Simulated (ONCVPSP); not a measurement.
What the settings do to the ONCV potential of Bi (Z = 83)

Base potential:

Bi, optimised norm-conserving Vanderbilt (ONCV), made with ONCVPSP 4.0.1 (PW91, fully relativistic). Core [Kr] 4d10 4f14, reference 5s2 5p6 5d10 6s2 6p2 (charge +1). Waves: 5s+6s: rc 1.50 bohr, ncon 5, nbas 10, qcut 8.5 1/bohr, 2 projectors; 5p+6p: rc 1.80 bohr, ncon 4, nbas 7, qcut 6.9 1/bohr, 2 projectors; 5d: rc 1.20 bohr, ncon 4, nbas 7, qcut 8.1 1/bohr, 2 projectors, debl 1.3 Ha. Local part: polynomial inside 1.10 bohr (lpopt 3, dvloc0 -1 Ha). Core correction: Teter function fitted to the true core (icmod 2), fcfact 0.15.

Open shells are filled in proportion to 2j + 1.

All-electron outer shells of the reference configuration (PW91, scalar-relativistic, ld1.x):

```csv
shell,level (eV),outermost node (bohr),outermost maximum (bohr)
4d,-438.31,0.19,0.38
5s,-166.04,0.44,0.77
4f,-160.86,–,0.34
5p,-104.06,0.48,0.86
5d,-35.24,0.51,1.03
6s,-22.20,0.98,1.86
6p,-11.51,1.14,2.35
```

Cutoffs, loose and tight: the cutoffs (Ha) at which the residual kinetic energy of the hardest occupied pseudo-wave falls to 1 and 0.1 mHa per electron. They do not see the model core or the augmentation charge, which bear on the density cutoff. Test errors are all-electron minus pseudo excitation energies from the reference, over the configurations 5s2 5p6 5d10 6s2 6p3; 5s2 5p6 5d10 6s2 6p1; 5s2 5p6 5d10 6s2 6p0; 5s2 5p6 5d9 6s2 6p4. A dash means not determined; rows that change the core or the reference have their own tests.

```
    change    outcome  cutoff, loose  cutoff, tight  bound ghosts  GHOST(+) flags above zero  largest test error (meV)
      base  generated          29 Ha          83 Ha          none                          s                      -1.4
p: rc 1.54  generated          29 Ha          83 Ha          none                          s                      -2.7
p: rc 1.68  generated          29 Ha          83 Ha          none                          s                      -1.9
   p: rc 2  generated          29 Ha          83 Ha          none                          s                      +3.1
p: rc 2.12  generated          29 Ha          83 Ha          none                          s                      +6.6
p: rc 2.36  generated          29 Ha          83 Ha          none                    s, p3/2                       +19
```

Question: What comes out with this change to the base: p: rc 2.58?

Answer: outcome: generated; cutoff, loose: 29 Ha; cutoff, tight: 83 Ha; bound ghosts: none; GHOST(+) flags above zero: s; largest test error (meV): +32.

Question: What comes out with this change to the base: p: rc 1.24?

Answer: outcome: generated; cutoff, loose: 82 Ha; cutoff, tight: 100 Ha; bound ghosts: none; GHOST(+) flags above zero: s; largest test error (meV): -4.1.

Reading the sweep of the p radius (base included, trends over the rows without a ghost): The loose cutoff falls from 82 Ha at 1.24 to 29 Ha at 2.58 bohr. A larger radius leaves more room for a smooth pseudo-wave, so fewer plane waves are needed; a smaller one forces it to follow the all-electron wave where it bends sharply. The median size of the test errors (rows with all tests solved) is not monotonic: lowest 0.5 meV at 1.54 bohr, highest 2.3 meV at 2.58 bohr.
